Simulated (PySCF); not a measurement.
Spectrum to structure. Computed with PySCF 2.14.0, density-fitted response routines, TDDFT PBE0/def2-SVPD, vertical, gas phase, core orbitals frozen in the response. Geometries: PBE0-D3(BJ)/def2-SVP, one conformer each.

```json
{"state": "S1", "E (eV)": "5.15", "f": "0.080", "main configurations (H = HOMO, L = LUMO)": "H→L (59%), H→L+1 (27%)"}
{"state": "S2", "E (eV)": "5.25", "f": "0.033", "main configurations (H = HOMO, L = LUMO)": "H→L+1 (60%), H→L (31%)"}
{"state": "S3", "E (eV)": "5.61", "f": "0.057", "main configurations (H = HOMO, L = LUMO)": "H→L+2 (64%), H→L+3 (13%), H→L+4 (11%)"}
{"state": "S4", "E (eV)": "5.71", "f": "0.057", "main configurations (H = HOMO, L = LUMO)": "H→L+3 (62%), H→L+2 (15%)"}
{"state": "S5", "E (eV)": "5.84", "f": "0.020", "main configurations (H = HOMO, L = LUMO)": "H→L+4 (74%), H→L+2 (13%)"}
{"state": "S6", "E (eV)": "6.01", "f": "0.0082", "main configurations (H = HOMO, L = LUMO)": "H-1→L (31%), H→L+5 (20%)"}
{"state": "S7", "E (eV)": "6.14", "f": "0.0005", "main configurations (H = HOMO, L = LUMO)": "H-1→L (40%), H→L+5 (24%), H→L+7 (10%)"}
{"state": "S8", "E (eV)": "6.30", "f": "0.0006", "main configurations (H = HOMO, L = LUMO)": "H-2→L (34%), H→L+6 (18%), H-1→L+1 (10%)"}
{"state": "S9", "E (eV)": "6.45", "f": "0.020", "main configurations (H = HOMO, L = LUMO)": "H→L+7 (28%), H→L+6 (21%), H→L+5 (14%)"}
{"state": "S10", "E (eV)": "6.49", "f": "0.022", "main configurations (H = HOMO, L = LUMO)": "H-2→L (48%), H→L+6 (26%)"}
```

Orbital energies (eV): HOMO-3 -7.99, HOMO-2 -7.02, HOMO-1 -6.79, HOMO -5.70, LUMO 0.53, LUMO+1 0.57, LUMO+2 0.97.

Problem. Which candidate is it? All have the formula C7H13NSi.
A. `C#C[C@@H]1C[Si@@H](N)C[C@H]1C`
B. `CC#C[C@@H]1C[Si@H]1N(C)C`
C. `C#C[C@@H]1C[Si@@H](N)C[C@@H]1C`
D. `C=C(C)/C=N\[SiH2]C(=C)C`
E. `C=C(C)/C=N/[SiH2]C(=C)C`

Solution. B. Its S1 lies at 5.15 eV; the nearest of the others has S1 at 6.33 eV. S1 is HOMO→LUMO (59%), HOMO→LUMO+1 (27%). Löwdin shares by element: HOMO carbon 48% or more, nitrogen 15% (atoms not listed hold the other 36%); LUMO silicon 24%, carbon 20% or more, hydrogen 10% or more (atoms not listed hold the other 45%). At the same level the other candidates give, for their lowest levels:
- `C#C[C@@H]1C[Si@@H](N)C[C@@H]1C`: 6.33 eV (f 0.019); 6.49 eV (f 0.000); 6.71 eV (f 0.005); 6.73 eV (f 0.003); 7.06 eV (f 0.011); T1 5.24 eV; HOMO -7.25, LUMO 0.38 eV
- `C=C(C)/C=N/[SiH2]C(=C)C`: 3.79 eV (f 0.000); 5.00 eV (f 0.001); 5.59 eV (f 0.612); 5.95 eV (f 0.002); 6.09 eV (f 0.012); T1 3.26 eV; HOMO -7.10, LUMO -1.55 eV
- `C#C[C@@H]1C[Si@@H](N)C[C@H]1C`: 6.38 eV (f 0.023); 6.49 eV (f 0.001); 6.71 eV (f 0.009); 6.74 eV (f 0.002); 7.03 eV (f 0.012); T1 5.24 eV; HOMO -7.25, LUMO 0.43 eV
- `C=C(C)/C=N\[SiH2]C(=C)C`: 3.53 eV (f 0.000); 4.96 eV (f 0.006); 5.33 eV (f 0.101); 5.54 eV (f 0.003); 5.95 eV (f 0.005); T1 2.99 eV; HOMO -6.80, LUMO -1.47 eV

Conformer computed: `[CH3:1][C:2]#[C:3][C@@H:4]1[CH2:5][Si@H:6]1[N:7]([CH3:8])[CH3:9]`: C5–Si6–N7–C8 164°.
Triplets come from the Tamm–Dancoff approximation.
